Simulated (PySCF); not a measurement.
**C₆ coefficients of unlike pairs at UHF**

Calculated with PySCF 2.14 from the dipole response of each species, C₆(A,B) = (3/π) ∫ α_A(iu) α_B(iu) du, in atomic units, from isotropic polarisabilities. For ions this is the dispersion term alone; charge-induced terms of lower order in 1/R come first.

```tsv
species	configuration	basis	relativity	α (bohr³)	C₆ (like pair)
Cr⁺	[Ar] 3d5 (6S)	aug-cc-pwCVTZ-DK (10s9p7d4f3g)	spin-free X2C	9.249	33.60
Al²⁺	[Ne] 3s1 (2S)	aug-cc-pCVTZ-DK with one added diffuse shell each of s, p, d, f type (9s8p6d4f)	spin-free X2C	15.20	43.05
Co²⁺	[Ar] 3d7 (4F)	x2c-QZVPPall with one added diffuse shell each of s, p, d, f, g type (12s8p6d5f3g)	spin-free X2C	2.925	8.168
Cr³⁺	[Ar] 3d3 (4F)	aug-cc-pwCVTZ-DK (10s9p7d4f3g)	spin-free X2C	1.964	4.975
```

Task: Estimate C₆ for Co²⁺ with Cr⁺.

Result: The integral gives 15.80. The combination rule 2 C_A C_B / (C_A α_B/α_A + C_B α_A/α_B) gives 15.06 and the geometric mean 16.57.

No spin-orbit coupling is included.

The other pairs:

```
      pair     C₆
Cr³⁺, Al²⁺  10.13
 Cr³⁺, Cr⁺  11.92
 Al²⁺, Cr⁺  34.58
Cr³⁺, Co²⁺  6.346
Co²⁺, Al²⁺  14.09
```
